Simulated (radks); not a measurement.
Results of a calculation; reference values are marked as such.
Ionisation of neutral germanium, [Ar] 3d10 4s2 4p2, to Ge+, [Ar] 3d10 4s2 4p1, under several functionals. Scalar-relativistic Kohn-Sham, spin-polarised, spherical densities, point nucleus; open shells are filled with parallel spins first; a radial shooting solver on a logarithmic mesh with Libxc functionals.

\begin{tabular}{lrrrrrr}
functional & E(Ge) (hartree) & Exc (hartree) & IE (eV) & -e(HOMO) (eV) & <r> HOMO (bohr) & IE error (eV) \\ \hline
XLYP & -2099.56504 & -80.24183 & 7.751 & 4.177 & 2.864 & -0.148 \\
LDA (Slater exchange, Perdew-Wang correlation) & -2095.92164 & -76.54623 & 8.033 & 4.470 & 2.838 & +0.134 \\
B86b exchange with PBE correlation & -2099.25401 & -79.93401 & 7.961 & 4.428 & 2.848 & +0.062 \\
RPBE & -2099.08515 & -79.76420 & 7.915 & 4.397 & 2.853 & +0.016 \\
\end{tabular}

NIST Atomic Spectra Database: 7.899 eV (measured). Closest: RPBE. The Delta-SCF values span 0.28 eV, the total energies 3.64 hartree. The highest occupied level is 4p. Open shells are spherical and high-spin; term and fine-structure splittings are not resolved.
